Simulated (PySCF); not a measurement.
PySCF job for C₃H₆BClO, SMILES C=CB(Cl)OC, C-PCM-M06-2X/def2-SVP. The structure is a stationary point at ωB97X-D3(BJ)/def2-SVP. One conformer was computed; it need not be the lowest.

```python
import numpy as np
from pyscf import gto, scf, dft
from pyscf.solvent import pcm

mol = gto.M(
    atom='''
    B    -0.17300274   -0.00649525    0.19718066
    Cl   -0.88858434    0.18658783    1.81359914
    C     0.81286578   -1.20742317   -0.01604151
    C     1.92505414   -1.16303625   -0.76252882
    H     0.62562968   -2.11828637    0.56692681
    H     2.62393635   -2.00618386   -0.81129638
    H     2.20805900   -0.27582219   -1.33994224
    O    -0.54888869    0.90786303   -0.71407467
    C    -0.19771061    0.90842701   -2.08321372
    H    -0.02167463   -0.11056340   -2.46157874
    H    -1.02458712    1.36709755   -2.64475948
    H     0.70943761    1.51353189   -2.24313676
    ''',
    basis='def2-SVP',
    charge=0,
    spin=0,
    max_memory=1600,
    verbose=3,
)
mf = dft.RKS(mol, xc='m06-2x').density_fit(auxbasis='def2-universal-jkfit')
mf.grids.level = 4
mf.conv_tol = 1e-9
mf.max_cycle = 100
mf.kernel()
res = {}
for name, eps in {'water': 78.355, 'acetone': 20.493, 'toluene': 2.3741}.items():
    s = mf.PCM()
    s.with_solvent.method, s.with_solvent.eps, s.with_solvent.lebedev_order = 'C-PCM', eps, 29
    s.kernel(mf.make_rdm1())
    res[name] = (s.e_tot, eps, s.dip_moment(), s.mo_energy, s.converged)
    print(f'{name}: electrostatic solvation free energy {(s.e_tot - mf.e_tot) * 627.509474:.3f} kcal/mol')
```

Output:

```
converged SCF energy = -677.852282911236

WARN: PCM is an experimental feature. It is still in testing.
Features and APIs may be changed in the future.

converged SCF energy = -677.858987876293
Dipole moment(X, Y, Z, Debye):  1.99684, -0.78354, -3.60434
water: electrostatic solvation free energy -4.207 kcal/mol

WARN: PCM is an experimental feature. It is still in testing.
Features and APIs may be changed in the future.

converged SCF energy = -677.858702919703
Dipole moment(X, Y, Z, Debye):  1.97223, -0.77718, -3.57008
acetone: electrostatic solvation free energy -4.029 kcal/mol

WARN: PCM is an experimental feature. It is still in testing.
Features and APIs may be changed in the future.

converged SCF energy = -677.855959413814
Dipole moment(X, Y, Z, Debye):  1.74841, -0.71616, -3.25135
toluene: electrostatic solvation free energy -2.307 kcal/mol
```

Self-consistency was reached.
